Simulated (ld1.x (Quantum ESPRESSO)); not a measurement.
niobium, TM: configuration errors across variants

ld1.x (Quantum ESPRESSO) 7.5 input, shortened:

```
&input
   title='Nb', zed=41., rel=1, dft='PZ', iswitch=3,
   config='[Kr] 4d4 5s0.5 5p0'
 /
 &inputp
   pseudotype=2, tm=.true., lloc=0,
   nlcc=.false.
 /
3
5P  2  1   0.00   0.00  2.75  2.75  0.0
4D  3  2   4.00   0.00  2.45  2.45  0.0
5S  1  0   0.50   0.00  2.85  2.85  0.0
 &test
   configts(1)='4d4 5s0.5 5p0'
 /
```

All-electron excitation energies from the reference (eV): (1) 4d4 5s1 5p0 -2.765; (2) 4d4 5s0 5p0 4.151; (3) 4d3 5s0 5p0 18.428; (4) 4d3 5s2 5p0 -3.326; (5) 4d2 5s0 5p0 43.362; (6) 4d4.5 5s0.5 5p0 -2.181; (7) 4d5 5s0 5p0 -1.442; (8) 4d4 5s0.5 5p0 spin -2.366; (9) 4d4 5s1 5p0 spin -5.374.

Spin tests fill each open shell by Hund’s rule, majority spin first.

A true bound ghost makes a file unfit for plane-wave use even where its test errors are small: the radial tests pick states by their node count and pass the ghost by.

Errors AE − PS in meV (a dash: test not solved or not reliable):

```tsv
change	(1)	(2)	(3)	(4)	(5)	(6)	(7)	(8)	(9)	bound ghosts
base	+2.0	+2.3	-26	-38	-92	-5.4	-27	+2483	+2449	none
wave 5s (bound): rc 2.85 bohr becomes 5s (bound): rc 1.80 bohr	+1.4	+24	-2.9	+783	-63	+23	+12	+2475	+2431	p, s (extra level of the local part)
wave 5s (bound): rc 2.85 bohr becomes 5s (bound): rc 2.28 bohr	+3.2	+3.8	-22	-1.1	-84	-3.4	-19	+2485	+2450	none
wave 5s (bound): rc 2.85 bohr becomes 5s (bound): rc 2.62 bohr	+2.2	+2.5	-26	-32	-92	-5.1	-26	+2484	+2450	none
wave 5s (bound): rc 2.85 bohr becomes 5s (bound): rc 2.82 bohr	+2.0	+2.3	-26	-38	-92	-5.4	-27	+2483	+2449	none
wave 5s (bound): rc 2.85 bohr becomes 5s (bound): rc 3.24 bohr	+2.2	+2.4	-28	-30	-99	-4.9	-25	+2484	+2451	none
wave 5s (bound): rc 2.85 bohr becomes 5s (bound): rc 3.58 bohr	+2.6	+2.4	-36	-11	-124	-3.7	-20	+2489	+2456	none
wave 5s (bound): rc 2.85 bohr becomes 5s (bound): rc 4.00 bohr	+3.1	+1.7	-54	+17	-173	-1.6	-11	+2496	+2465	none
```

**Question.** Give the same row for: wave 5s (bound): rc 2.85 bohr becomes 5s (bound): rc 4.32 bohr.

**Answer.** +3.2, +0.3, -75, +42, -228, +0.4, -2.1, +2504, +2473; bound ghosts: none.
